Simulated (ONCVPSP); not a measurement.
silicon (Si): one change to an ONCV potential, before and after

| Item | Value |
| --- | --- |
| Element | Si |
| Generator | ONCVPSP 4.0.1 |
| Type | optimised norm-conserving Vanderbilt (ONCV) |
| Functional | BLYP |
| Relativity | scalar-relativistic |
| Frozen core | [Ne] |
| Valence charge | 4 |
| Reference configuration | 3s2 3p1.5 (charge +0.5) |
| Partial waves | 3s: rc 1.30 bohr, ncon 3, nbas 7, qcut 5.1 1/bohr, 2 projectors, debl 1.4 Ha; 3p: rc 2.05 bohr, ncon 5, nbas 9, qcut 4.5 1/bohr, 3 projectors, debl 0.7 Ha |
| Local potential | polynomial inside 0.95 bohr (lpopt 2, dvloc0 2 Ha) |
| Core correction | none |

Change: p: nproj 2.

Cutoffs: the cutoffs (Ha) at which the residual kinetic energy of the hardest occupied pseudo-wave falls to 1 and 0.1 mHa per electron; they do not see the model core or the augmentation charge, which bear on the density cutoff. Errors are all-electron minus pseudo energies relative to the spin-unpolarised reference configuration.

Q: How do hardness, ghosts and transferability respond?

A: The potential gets neither clearly harder nor softer (13 Ha and 79 Ha → 13 Ha and 79 Ha); the bound ghosts move from p, s to s; the errors of the 4 common tests hardly move.

| quantity | base | changed |
| --- | --- | --- |
| cutoff, loose | 13 Ha | 13 Ha |
| cutoff, tight | 79 Ha | 79 Ha |
| bound ghosts | s, p | s |
| GHOST(+) flags under 300 eV | none | none |
| error for 3s2 3p2, meV [ΔE -2.84 eV] | +0.6 | +0.6 |
| error for 3s2 3p1, meV [ΔE 4.74 eV] | +1.0 | +1.0 |
| error for 3s2 3p0, meV [ΔE 20.63 eV] | +25 | +25 |
| error for 3s1 3p3, meV [ΔE 4.01 eV] | +3.0 | +3.1 |
| s: phases at 1.32 bohr within 0.05 rad from the reference energy up to (Ha; the scan ends near 5) | to the end of the scan | to the end of the scan |
| p: phases at 2.08 bohr within 0.05 rad from the reference energy up to (Ha; the scan ends near 5) | 3.1 | 2.5 |

 A true bound ghost makes a file unfit for plane-wave use even where its test errors are small: the radial tests pick states by their node count and pass the ghost by.
